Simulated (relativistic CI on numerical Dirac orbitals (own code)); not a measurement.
# Radial parameters of Ca12+

These numbers are calculated, not measured: Dirac-Coulomb-Breit CI, KLI orbitals optimised for each configuration, model QED (radiative potential, 1s self-energy scaled to tabulated hydrogen-like ionisation energies), unscaled Slater integrals (own radial code, finite nucleus).

Slater integrals F^k, G^k are unscaled and averaged over j, outside the closed core 1s2; ζ comes from projecting the Hamiltonian with its Breit term on Σ l·s of the shell.

- 2s²2p⁴: F^2(2p,2p) = 311350, ζ(2p) = 21104 cm⁻¹; <r>(2p) = 0.3042, <r^2>(2p) = 0.1129 (bohr units).
- 2s2p⁵: G^1(2s,2p) = 350040, ζ(2p) = 20841 cm⁻¹; <r>(2s) = 0.3462, <r^2>(2s) = 0.1408, <r>(2p) = 0.3056, <r^2>(2p) = 0.1139 (bohr units).
- 2p⁵3s: ζ(2p) = 21640, G^1(2p,3s) = 30016 cm⁻¹; <r>(2p) = 0.3013, <r^2>(2p) = 0.1107, <r>(3s) = 0.8651, <r^2>(3s) = 0.8489 (bohr units).

Averages of the first 10 configurations, taken without configuration mixing, which lowers the lowest level and can move excited configurations by several eV; other configurations of the list can lie among them:

```tsv
Configuration	Parity	States	Average energy above the lowest level (eV)
2s²2p⁴	even	15	6.8
2s2p⁵	odd	12	86.8
2p⁶	even	1	180.1
2p⁵3s	odd	12	586.9
2s²2p³3s	odd	40	429.8
2p⁵3p	even	36	606.2
2s²2p³3p	even	120	451.1
2p⁵3d	odd	60	630.7
2s²2p³3d	odd	200	476.0
2s2p⁴3s	even	60	501.5
```
